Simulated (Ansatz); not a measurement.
`CN(C)[SiH3]`. The species carries charge 0 and has multiplicity 1.

```xyz
13

C     0.908   -1.085    0.406
N    -0.072   -0.165   -0.117
C     0.311    0.438   -1.370
Si   -1.208    0.599    0.920
H     1.868   -0.599    0.636
H     1.109   -1.883   -0.320
H     0.541   -1.555    1.321
H     0.503   -0.335   -2.124
H     1.222    1.051   -1.287
H    -0.490    1.078   -1.747
H    -0.674    1.745    1.722
H    -1.705   -0.419    1.883
H    -2.312    1.129    0.077
```

Problem. What are the harmonic wavenumbers in cm⁻¹ at PBE0-D4/def2-TZVP (Ansatz, finite differences of forces, unscaled)? (An estimate is asked.)

Solution. The calculation gave: 124, 137, 221, 245, 267, 359, 680, 692, 715, 915, 970, 972, 1035, 1093, 1121, 1169, 1242, 1326, 1441, 1468, 1471, 1480, 1500, 1521, 2159, 2220, 2226, 2976, 2981, 3033, 3040, 3112, 3113.

Problem. Is this a minimum?

Solution. Yes, all 33 modes are real.

Problem. Give the ideal-gas thermochemistry at 298.15 K and 1 bar (rigid rotor, harmonic oscillator; point group Cs, symmetry number 1).

Solution. Zero-point energy 281.3 kJ/mol; H(298) − E = 301.2 kJ/mol; entropy 327.6 J/(mol·K), of which translation 162.7, rotation 106.3, vibration 58.6; G(298) − E = 203.5 kJ/mol.

Problem. Rotational constants (cm⁻¹)?

Solution. 0.2823, 0.1489, 0.1053.
